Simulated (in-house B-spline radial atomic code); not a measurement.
## How G0W0 and RPA depend on the start: the krypton ion Kr³⁺

Configuration [Ar] 3d10 4s2 4p3, highest spin. Computed with a B-spline radial code for spherical atoms: all electrons, non-relativistic, point nucleus, each spin shell either full or empty, empty states to l = 9 with an (l + 1/2)⁻⁴ tail; G0W0 by contour deformation at full frequency.

```json
{"start": "Hartree-Fock", "mean-field 4p up (eV)": "-51.04", "G0W0 (eV)": "-51.60", "QP weight": "0.968", "RPA correlation (Eh)": "-2.2258"}
{"start": "LDA VWN5", "mean-field 4p up (eV)": "-44.65", "G0W0 (eV)": "-51.23", "QP weight": "0.937", "RPA correlation (Eh)": "-2.4372"}
{"start": "PBE", "mean-field 4p up (eV)": "-44.62", "G0W0 (eV)": "-51.23", "QP weight": "0.937", "RPA correlation (Eh)": "-2.4329"}
{"start": "PBE0", "mean-field 4p up (eV)": "-46.46", "G0W0 (eV)": "-51.35", "QP weight": "0.949", "RPA correlation (Eh)": "-2.3748"}
{"start": "r2SCAN", "mean-field 4p up (eV)": "-45.30", "G0W0 (eV)": "?", "QP weight": "?", "RPA correlation (Eh)": "?"}
{"start": "HSE06", "mean-field 4p up (eV)": "-45.99", "G0W0 (eV)": "-51.33", "QP weight": "0.947", "RPA correlation (Eh)": "-2.3801"}
{"start": "B3LYP (VWN-RPA)", "mean-field 4p up (eV)": "-45.93", "G0W0 (eV)": "-51.32", "QP weight": "0.947", "RPA correlation (Eh)": "-2.3878"}
{"start": "SCAN", "mean-field 4p up (eV)": "-45.34", "G0W0 (eV)": "-51.28", "QP weight": "0.945", "RPA correlation (Eh)": "-2.3947"}
{"start": "TPSS", "mean-field 4p up (eV)": "-44.85", "G0W0 (eV)": "-51.28", "QP weight": "0.939", "RPA correlation (Eh)": "-2.4215"}
{"start": "BHandHLYP", "mean-field 4p up (eV)": "-47.94", "G0W0 (eV)": "-51.43", "QP weight": "0.957", "RPA correlation (Eh)": "-2.3227"}
{"start": "CAM-B3LYP", "mean-field 4p up (eV)": "-47.76", "G0W0 (eV)": "-51.42", "QP weight": "0.956", "RPA correlation (Eh)": "-2.3632"}
{"start": "LC-wPBE", "mean-field 4p up (eV)": "-49.46", "G0W0 (eV)": "-51.49", "QP weight": "0.962", "RPA correlation (Eh)": "-2.3633"}
{"start": "wB97X", "mean-field 4p up (eV)": "-48.86", "G0W0 (eV)": "-51.45", "QP weight": "0.961", "RPA correlation (Eh)": "-2.3508"}
{"start": "PBEsol", "mean-field 4p up (eV)": "-44.60", "G0W0 (eV)": "?", "QP weight": "?", "RPA correlation (Eh)": "?"}
{"start": "BLYP", "mean-field 4p up (eV)": "-44.28", "G0W0 (eV)": "-51.21", "QP weight": "0.936", "RPA correlation (Eh)": "-2.4346"}
{"start": "r2SCAN0", "mean-field 4p up (eV)": "-46.92", "G0W0 (eV)": "-51.38", "QP weight": "0.953", "RPA correlation (Eh)": "-2.3505"}
{"start": "LDA exchange-only", "mean-field 4p up (eV)": "-43.52", "G0W0 (eV)": "-51.28", "QP weight": "0.934", "RPA correlation (Eh)": "-2.4366"}
```

**Question.** What G0W0 level, weight and RPA correlation energy follow from the r2SCAN start?

**Answer.** G0W0 level -51.30 eV, weight 0.944, RPA correlation -2.3961 hartree.

**Question.** What G0W0 level, weight and RPA correlation energy follow from the PBEsol start?

**Answer.** G0W0 level -51.24 eV, weight 0.937, RPA correlation -2.4344 hartree.

**Question.** How much of the dependence on the start does G0W0 remove?

**Answer.** The mean-field levels span 7.51 eV and the G0W0 levels 0.385 eV. Against 50.85 ± 0.11 eV (NIST, measured) the G0W0 removal energies are off by +0.36 to +0.75 eV, with relativity, Breit and QED terms left out.
